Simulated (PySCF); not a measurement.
Work out the structure from these simulated measurements.

Formula: C6H5BF2.

- Dipole: 2.46 D [B97-2/pcSseg-2]
- Rotational structure: rotational constants A, B, C: 3.716, 1.106, 0.852 GHz [PBE0-D3(BJ)/def2-TZVP]
- 1H NMR: chemical shifts (computed TMS as zero) by class: 8.35 (2 H), 7.91 (1 H), 7.76 (2 H) ppm [GIAO B97-2/pcSseg-2]
- 13C NMR: chemical shifts (computed TMS as zero) by class: 144.9 (2 C), 141.5 (1 C), 134.7 (2 C), 130.3 (1 C) ppm [GIAO B97-2/pcSseg-2]
- NMR, other nuclei: isotropic shieldings of nuclei other than C and H, by class: 76 (1 B), 278 (2 F) ppm [GIAO B97-2/pcSseg-2]

Electronic properties: PySCF, gas phase, density fitting. Levels stand in brackets. Isolated species at its PBE0-D3(BJ)/def2-TZVP geometry, gas phase. NMR values are class means; diastereotopic atoms form classes of their own.

Question: Propose a structure and show how it fits.

Answer: Numbering: `[F:1][B:2]([F:3])[c:4]1[cH:5][cH:6][cH:7][cH:8][cH:9]1`. 6 carbons fall into 4 classes; from least to most shielded: aromatic CH carbon [C5/C9] (144.9 ppm, 2 C), aromatic CH carbon [C7] (141.5 ppm), aromatic CH carbon [C6/C8] (134.7 ppm, 2 C), substituted aromatic carbon [C4] (130.3 ppm). Hydrogen classes from least to most shielded: 2 H on the ortho carbons, C5/C9 (8.35 ppm), 1 H on the para carbon, C7 (7.91 ppm), 2 H on the meta carbons, C6/C8 (7.76 ppm). The other shieldings belong to: 76 ppm, three-coordinate boron [B2]; 278 ppm, boron-bound fluorine [F1/F3]. The optimised geometry has point group C2v and is an asymmetric top. Structure: `c1(B(F)F)ccccc1` (phenyldifluoroborane). The assignments are read from this structure; whether some other isomer fits the data as well wasn't checked.

Shape of the structure used: `[F:1][B:2]([F:3])[c:4]1[cH:5][cH:6][cH:7][cH:8][cH:9]1`: F1–B2–C4–C5 179°.
